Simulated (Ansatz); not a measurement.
Born–Oppenheimer molecular dynamics of CH4AlClSi (8 atoms, charge 0, multiplicity 1). It starts at the highest image of a converged band. Of that band: The profile has 2 maxima (images 3, 6) with wells between them (image 4): this band takes more than one step, which may be the mechanism or a detour left from its start path. Neighbouring images differ by up to 2.1 eV, so the band resolves the path poorly. A vibrational analysis at the climbing image gives one clearly imaginary mode, 835i cm⁻¹: a first-order saddle point.

Method: Ansatz, RKS PBE-D4/6-31G*.

```yaml
ensemble: NVE (velocity Verlet)
time_step: 0.5 fs
steps_asked: 200
starting_velocities_drawn_for: 100 K
seed: 6434
```

Frames 2.5 fs apart, positions in Å.

Velocities at 15.0 fs (Å/ps):

```
Cl 0.83 1.06 0.49
Al -2.28 -5.89 -2.51
C -0.24 15.76 1.85
Si -2.85 1.04 0.02
H 76.77 -88.11 -2.99
H 14.59 -22.43 27.49
H -2.87 10.75 9.75
H 25.65 2.98 -6.79
```

```xyz
8
Properties=species:S:1:pos:R:3 time_fs=15.0 energy_less_start_eV=-1.000 T=1390
Cl -2.803 1.159 1.368
Al -0.962 0.626 0.466
C 0.943 0.209 0.480
Si 0.183 -1.020 -0.782
H 0.554 1.512 0.096
H 1.960 0.577 0.691
H 0.632 -1.191 -2.216
H 0.261 -2.340 -0.061
8
Properties=species:S:1:pos:R:3 time_fs=17.5 energy_less_start_eV=-1.542 T=2076
Cl -2.801 1.161 1.369
Al -0.968 0.610 0.460
C 0.942 0.256 0.483
Si 0.176 -1.017 -0.782
H 0.765 1.251 0.081
H 1.997 0.499 0.773
H 0.628 -1.164 -2.192
H 0.324 -2.334 -0.083
8
Properties=species:S:1:pos:R:3 time_fs=20.0 energy_less_start_eV=-1.462 T=1984
Cl -2.799 1.165 1.371
Al -0.975 0.590 0.455
C 0.943 0.300 0.491
Si 0.169 -1.013 -0.780
H 0.976 1.119 -0.046
H 2.007 0.366 0.885
H 0.635 -1.135 -2.186
H 0.377 -2.334 -0.112
8
Properties=species:S:1:pos:R:3 time_fs=22.5 energy_less_start_eV=-1.869 T=2504
Cl -2.796 1.169 1.372
Al -0.982 0.569 0.451
C 0.949 0.330 0.508
Si 0.162 -1.009 -0.778
H 1.184 1.240 -0.350
H 1.955 0.193 1.016
H 0.654 -1.105 -2.198
H 0.411 -2.347 -0.144
8
Properties=species:S:1:pos:R:3 time_fs=25.0 energy_less_start_eV=-1.087 T=1502
Cl -2.793 1.173 1.374
Al -0.990 0.547 0.449
C 0.960 0.365 0.515
Si 0.158 -1.005 -0.775
H 1.364 1.291 -0.574
H 1.836 0.026 1.142
H 0.679 -1.069 -2.210
H 0.427 -2.369 -0.180
8
Properties=species:S:1:pos:R:3 time_fs=27.5 energy_less_start_eV=-0.918 T=1286
Cl -2.790 1.178 1.375
Al -0.997 0.526 0.447
C 0.975 0.407 0.507
Si 0.155 -1.002 -0.773
H 1.488 1.214 -0.616
H 1.681 -0.095 1.237
H 0.698 -1.028 -2.204
H 0.426 -2.392 -0.219
8
Properties=species:S:1:pos:R:3 time_fs=30.0 energy_less_start_eV=-1.673 T=2252
Cl -2.787 1.183 1.377
Al -1.004 0.507 0.447
C 0.992 0.452 0.484
Si 0.155 -1.001 -0.772
H 1.550 1.020 -0.450
H 1.520 -0.146 1.288
H 0.707 -0.980 -2.177
H 0.409 -2.407 -0.263
8
Properties=species:S:1:pos:R:3 time_fs=32.5 energy_less_start_eV=-1.117 T=1556
Cl -2.784 1.187 1.379
Al -1.011 0.489 0.447
C 1.004 0.491 0.453
Si 0.156 -1.001 -0.771
H 1.611 0.801 -0.166
H 1.376 -0.125 1.298
H 0.709 -0.925 -2.147
H 0.384 -2.415 -0.307
8
Properties=species:S:1:pos:R:3 time_fs=35.0 energy_less_start_eV=-1.791 T=2395
Cl -2.780 1.192 1.381
Al -1.017 0.473 0.448
C 0.984 0.510 0.439
Si 0.158 -1.002 -0.770
H 1.960 0.755 -0.103
H 1.255 -0.068 1.311
H 0.708 -0.859 -2.135
H 0.360 -2.424 -0.349
8
Properties=species:S:1:pos:R:3 time_fs=37.5 energy_less_start_eV=-0.803 T=1137
Cl -2.776 1.197 1.383
Al -1.023 0.459 0.448
C 0.959 0.521 0.422
Si 0.162 -1.004 -0.769
H 2.296 0.766 -0.049
H 1.159 -0.017 1.380
H 0.699 -0.784 -2.148
H 0.344 -2.443 -0.388
8
Properties=species:S:1:pos:R:3 time_fs=40.0 energy_less_start_eV=-0.517 T=769
Cl -2.772 1.202 1.385
Al -1.029 0.449 0.449
C 0.947 0.526 0.397
Si 0.168 -1.006 -0.767
H 2.393 0.769 0.091
H 1.074 0.042 1.462
H 0.671 -0.709 -2.170
H 0.340 -2.469 -0.428
8
Properties=species:S:1:pos:R:3 time_fs=42.5 energy_less_start_eV=-1.297 T=1770
Cl -2.768 1.207 1.387
Al -1.034 0.442 0.450
C 0.952 0.524 0.372
Si 0.177 -1.009 -0.766
H 2.233 0.761 0.281
H 0.986 0.129 1.489
H 0.619 -0.641 -2.181
H 0.347 -2.493 -0.475
```

Of the whole run (100 fs, mean temperature of the second half 1605 K): The conserved energy stayed within 2.5 meV per atom of its start (net change -0.99 meV per atom), so the integration is sound. The system heated up, since it started high on the potential surface and ran downhill. A run of 0.1 ps of so small a system gives no equilibrium averages. The orbitals stay closed-shell, which can raise the energy where a bond breaks towards radicals; this wasn't checked here.

The run took 9.2 min on 1 thread of Arm Neoverse V2, on a shared host, peak memory 0.12 GiB.
